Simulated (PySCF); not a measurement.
## Structure elucidation problem

Molecular formula: C7H9NOSi. Simulated spectra:

1H NMR (400 MHz, computed): δ 7.57 (s, 1H), 4.53 (m, 2H), 2.56 (s, 3H), 2.34 (t, 2H), 1.79 (t, 1H).

13C{1H} NMR (computed): δ 153.5 (CH), 150.4 (C), 139.5 (C), 104.5 (CH), 88.8 (C), 14.8 (CH2), 14.4 (CH3).

- geometry from GFN2-xTB
- GIAO PBE0/pcSseg-1 shieldings
- program: PySCF 2.14
- single conformer, equivalent nuclei averaged, isolated molecule, relativity neglected

Chemical shifts δ = σref − σ; 1H, 13C vs TMS, all at this level.

Question: Choose the structure that fits.
A. CCC1=C[SiH2]C(C#N)=CO1
B. O=CN[SiH2]c1ccccc1
C. N#C/C=C\C1=CC[SiH2]CO1
D. C#C[C@@H]1[SiH2]CCO[C@@H]1C#N
E. C#C[SiH2]Cc1ncoc1C

Answer: E. 

1. The formula gives 5 degrees of unsaturation (1 ring in the answer).
2. 7 carbon signals for 7 carbons: no two carbons are equivalent.
3. Carbon types of the structure: 3 × C, 2 × CH, 1 × CH2, 1 × CH3, leaving 2 H on heteroatoms.
4. δC 153.5: aromatic CH between two ring heteroatoms.
5. δC 150.4: substituted aromatic carbon next to the ring oxygen.
6. δC 139.5: substituted aromatic carbon next to a ring nitrogen.
7. δC 104.5: terminal alkyne carbon; sp carbons lie upfield of alkene carbons because the cylindrical π system leaves one tensor component strongly shielded.
8. δC 88.8: alkyne carbon; the triple bond shields along its axis, which puts it between sp3 and sp2 carbons.

The others: O=CN[SiH2]c1ccccc1 would give 5 carbon signals, not 7; C#C[C@@H]1[SiH2]CCO[C@@H]1C#N would give 9 signals for carbon-bound and other non-exchanging H, not 5; CCC1=C[SiH2]C(C#N)=CO1 has carbons computed at 176.7, 171.2, 122.5, 95.2, 85.4, 37.9, 17.7; N#C/C=C\C1=CC[SiH2]CO1 would give 6 signals for carbon-bound and other non-exchanging H, not 5.

Shifts are as computed. Against solution values, carbons near 30 ppm lie about +3 ppm off and those near 130 ppm about +5 ppm. Of 1211 compounds with measured shifts, 218 miss one by over three times the rms of a fit or turn the order of signals round; such compounds aren't used in these exercises. No couplings were computed; multiplicities are counted from neighbouring protons, with m where these are inequivalent, close in shift, in a saturated or five-membered ring or joined by F or P, and br s for small geminal =CH2 splittings.
